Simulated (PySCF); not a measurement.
## Multinuclear NMR of C₆H₈ClNSi

Structure with atom numbers: `[Cl:1][CH2:2][SiH2:3][c:4]1[cH:5][cH:6][cH:7][cH:8][n:9]1`. Hydrogens are named by the atom that carries them.

Computed data (PySCF 2.14.0 with density-fitted response routines): coordinates at the GFN2-xTB level, σ from GIAO-PBE0/pcSseg-1. Fast rotation and ring inversion assumed for equivalent nuclei, non-relativistic, gas phase, a single conformation.

Task: Where does 29Si resonate?

Result: 
| atoms | environment | σ (ppm) | δ (ppm) |
| --- | --- | --- | --- |
| Si3 | silicon bonded to 2 C, 2 H | 394.6 | -44.3 |

Shieldings were converted by a linear fit to measured shifts: 29Si: δ = 279.94 − 0.822σ (rms 8.9 ppm, 72 shifts, 25.8 ppm with the 6 outliers that the fit left out vs TMS, solution or neat liquid). A few per cent of atoms miss by over 2 rms, more outside the fitted compound classes.

On a 400 MHz spectrometer 29Si resonates near 79.5 MHz, so 1 ppm is 79.5 Hz.

Task: Where does 15N resonate?

Result: 
```json
{"atoms": "N9", "environment": "pyridine-type ring nitrogen", "σ (ppm)": "-107.7", "δ (ppm)": "-48.8"}
```

Shieldings were converted by a linear fit to measured shifts: 15N (scatter 6.3 ppm rms vs CH3NO2, solution or neat liquid). Occasional misses reach two or three times the rms, and more in compound classes unlike the fitted ones.

On a 600 MHz spectrometer 15N resonates near 60.8 MHz, so 1 ppm is 60.8 Hz.
